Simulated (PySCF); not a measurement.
CH4BClOS, SMILES SB(OC)Cl. Atoms are numbered in the order given.

```xyz
9

B     -0.1345     0.1423     0.0000
Cl    -0.5278     1.8747     0.0000
O     -1.1695    -0.7290     0.0000
C     -0.9798    -2.1380     0.0000
H     -0.4208    -2.4686     0.9021
H     -1.9769    -2.6180     0.0000
H     -0.4208    -2.4686    -0.9021
S      1.5968    -0.4475     0.0000
H      2.1487     0.7947     0.0000
```
Charge 0, spin multiplicity 1.

Coordinates come from a PBE-D3(BJ)/def2-SVP optimisation. The structure was generated by enumeration, and PubChem lists no compound with its InChIKey, so it may never have been made. One conformer was computed; it need not be the lowest.

Method: PBE/pcSseg-1 run with PySCF.

GIAO shieldings, no solvent; atoms alike by connectivity are averaged. δ = σ(ref) − σ: ¹¹B against BF3 (σ = 83.9 ppm); ³⁵Cl against HCl (σ = 936.5 ppm); ¹⁷O against H2O (σ = 334.3 ppm); ¹³C against TMS (σ = 182.0 ppm); ¹H against TMS (σ = 31.49 ppm); ³³S against H2S (σ = 706.5 ppm), references at their B3LYP-D3(BJ)/def2-TZVP geometries, non-relativistic (without spin–orbit terms, shifts of atoms bonded to Cl or Br come out too high).

```csv
nucleus,atoms,count,δ (ppm)
¹¹B,B1,1,28.0
³⁵Cl,Cl2,1,194.7
¹⁷O,O3,1,177.1
¹³C,C4,1,61.8
¹H,"H5, H6, H7",3,4.34
¹H,H9,1,2.89
³³S,S8,1,159.6
```
